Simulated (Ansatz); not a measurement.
C5H11FSi (SMILES C=C[Si](C)(F)CC), singlet, at a GFN2-xTB geometry, with bond 14-6 at 1.8 times its length; CASSCF(4,4)/STO-3G (Ansatz, a quantum-chemistry and plane-wave program).

Here is a job for Ansatz.
Ansatz 0.2 input:
```yaml
crystal:
  periodic: [false, false, false]
  atoms:
    - {symbol: C, position_ang: [-1.98236933, -0.97017868, 1.60150685]}
    - {symbol: C, position_ang: [-1.00168769, -0.11573365, 1.34985255]}
    - {symbol: Si, position_ang: [-0.15903603, 0.07172483, -0.32490602]}
    - {symbol: C, position_ang: [-0.37189644, 1.81771024, -1.03859487]}
    - {symbol: F, position_ang: [-0.91952267, -0.94462966, -1.34885371]}
    - {symbol: C, position_ang: [1.65868458, -0.49653860, -0.29260288]}
    - {symbol: C, position_ang: [2.55120169, 0.34284770, 0.61754523]}
    - {symbol: H, position_ang: [-2.44533070, -1.05529083, 2.57303576]}
    - {symbol: H, position_ang: [-2.36519376, -1.62385343, 0.83542034]}
    - {symbol: H, position_ang: [-0.65624633, 0.51987819, 2.15633765]}
    - {symbol: H, position_ang: [0.10366000, 1.90334454, -2.01154119]}
    - {symbol: H, position_ang: [-1.42318459, 2.05983816, -1.16458512]}
    - {symbol: H, position_ang: [0.06355681, 2.57173001, -0.39068839]}
    - {symbol: H, position_ang: [1.74591157, -2.37251140, 0.28570092]}
    - {symbol: H, position_ang: [2.06364352, -0.47035106, -1.30614803]}
    - {symbol: H, position_ang: [2.55484273, 1.38306891, 0.30058496]}
    - {symbol: H, position_ang: [3.57657139, -0.02191656, 0.59548974]}
    - {symbol: H, position_ang: [2.19914834, 0.30117483, 1.64554363]}
basis:
  gaussian:
    orbitals: STO-3G
hamiltonian:
  xc: hf
magnetization: {spin_polarized: false}
correlation: {active_space: {window: {electrons: 4, orbitals: 4}}}
```

What the program printed (banner, timings and long lists left out):

```
Functional definition: HF
670 factors; integrals over basis functions are off by at most 4.4e-5 eV
mean field evaluation 1: about -15694.6087 eV, gradient 2.6e1 eV
mean field evaluation 2: about -15694.8349 eV, gradient 2.6e1 eV
mean field evaluation 4: about -15697.9949 eV, gradient 3.4e0 eV
mean field evaluation 8: about -15698.0428 eV, gradient 1.5e-4 eV
mean field -15698.04279300 eV, -576.8924321272 hartree, gradient 1.5e-6 eV, S^2 0.000000; 0 other end points of the search recorded, 0 dependent functions left out
reference -15698.04279300 eV, -576.8924321272 hartree; 32, 32 occupied and 18, 18 virtual orbitals, 670 factors
state -15701.54360642 eV, -577.0210846473 hartree
Total energy: -15701.54360642 eV, -577.0210846473 hartree
```
